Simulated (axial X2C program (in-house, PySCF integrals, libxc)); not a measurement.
**HSnF: properties at the nuclei**

Computed with an in-house all-electron X2C program for linear molecules (integrals from PySCF): two-component X2C with atomic mean-field Coulomb and Gaunt terms, Gaussian nuclei, basis H dyall-v3z, Sn dyall-v3z, F dyall-av3z with contracted cores.

H–Sn–F held linear, with bonds 1.997 and 2.094 Å (near the PBE0 minimum at charge 0 of the determinant lowest at the starting distance; the state shown can have its own minimum elsewhere, held linear; other orders of the atoms were not compared).

Determinant lowest in the PBE0 search, Ω = 0 (closed shell), highest spinor 37% H s, 16% Sn d, 16% F p:

| level | qzz H (a.u.) | qzz Sn (a.u.) | qzz F (a.u.) | μ (D) |
| --- | --- | --- | --- | --- |
| PBE0 | 0.04 | -7.23 | -0.22 | -1.77 |
| HF | 0.04 | -6.54 | -0.09 | -2.04 |
| BHandHLYP | 0.04 | -7.07 | -0.17 | -1.95 |

qzz is the electric field gradient, eQq0 = 234.96 MHz × Q/barn × qzz; μ is positive if the F end (last atom) is positive. The operators were transformed with the bare-nucleus X2C matrices; with these basis sets, hyperfine constants and field gradients can be off by tens of per cent, and where levels differ in sign neither size nor sign is settled.

The molecule was held linear; bending was not examined, so a bent shape may lie lower.

Each state is one determinant with collinear spin. At HF a later determinant lies lower. States lie within half an eV, so the first need not be the ground state. Further determinants of the search, some of them spin-mixed, are not shown.
